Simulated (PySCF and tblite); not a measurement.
Values are calculated unless marked as measured or tabulated.
Molecule: C₆H₁₃N, numbered as in [CH3:1][CH:2]([CH3:3])/[CH:4]=[CH:5]/[CH2:6][NH2:7]; H named by carrier, a and b as here (out-of-plane angle -26°, Å):

```
C1      -1.939   -0.898    1.021
C2      -1.378   -0.205   -0.223
C3      -2.300    0.937   -0.656
C4      -0.005    0.325    0.065
C5       1.103   -0.089   -0.526
C6       2.475    0.437   -0.232
N7       3.360   -0.667    0.071
H1a     -2.011   -0.193    1.847
H1b     -2.932   -1.295    0.820
H1c     -1.292   -1.719    1.322
H2      -1.313   -0.937   -1.035
H3a     -1.904    1.431   -1.540
H3b     -3.293    0.556   -0.886
H3c     -2.390    1.673    0.141
H4       0.038    1.106    0.814
H5       1.074   -0.876   -1.266
H6a      2.416    1.195    0.571
H6b      2.870    0.929   -1.128
H7a      3.057   -1.251    0.834
H7b      4.340   -0.437    0.116
```

The mean out-of-plane torsion at N7 (0° is planar) is held and the rest relaxed at GFN2-xTB. Energies: PBE0/pcSseg-1 + D3(BJ). Couplings: B3LYP/6-31G* with H pcJ-1 N pcJ-1, gas phase, for ¹H, ¹⁵N. (tblite 0.8, PySCF 2.14.)

One held structure gave ¹J(N7,H7b) = -101.8, ¹J(N7,H7a) = -100.5, ²J(H7a,H7b) = 11.1, ³J(H6a,H7b) = 7.5, ³J(H6b,H7b) = 8.0, ²J(N7,H6b) = 1.5, ²J(N7,H6a) = -0.1, ³J(H6b,H7a) = 12.2 Hz.

Question: At which out-of-plane angle was it held?
A. 0°
B. 27°
C. -26°
D. 44°
E. -44°

Answer: A. It lies 5.08 kcal/mol above the lowest point.
